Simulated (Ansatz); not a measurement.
`N[Si](F)([SiH3])S` and `N[SiH]([SiH3])S` differ in one atom or group.

Ansatz, PBE0-D4/def2-TZVP geometries, multiplicity 1. Each molecule was computed in one conformer, which needn't be the lowest.

```tsv
property	`N[Si](F)([SiH3])S`
HOMO–LUMO gap (PBE/def2-TZVPP) / eV	5.30
size of the dipole moment (PBE/def2-TZVPP) / D	2.60
HOMO energy (PBE0/def2-TZVPP) / eV	-7.48
LUMO energy (ωB97M-V/def2-TZVPP) / eV	1.67
LUMO energy (B3LYP/def2-TZVPP) / eV	-0.30
LUMO energy (PBE0/def2-TZVPP) / eV	-0.13
```

(1) What does the change do to each property? (Best estimate.)

Results:

(1) The calculation gave: 
```tsv
property	`N[SiH]([SiH3])S`	shift
HOMO–LUMO gap (PBE/def2-TZVPP) / eV	4.74	-0.56
size of the dipole moment (PBE/def2-TZVPP) / D	1.07	-1.53
HOMO energy (PBE0/def2-TZVPP) / eV	-7.03	0.45
LUMO energy (ωB97M-V/def2-TZVPP) / eV	1.40	-0.27
LUMO energy (B3LYP/def2-TZVPP) / eV	-0.48	-0.18
LUMO energy (PBE0/def2-TZVPP) / eV	-0.28	-0.15
```

With PBE0 the HOMO rises by 0.45 eV and the LUMO falls by 0.15 eV, so the gap narrows by about 0.60 eV. PBE moves the HOMO by 0.43 eV and ωB97M-V by 0.46 eV. Dipoles are sizes alone; their direction can turn.

B3LYP here is the variant with VWN-RPA as its local correlation; programs differ in this.
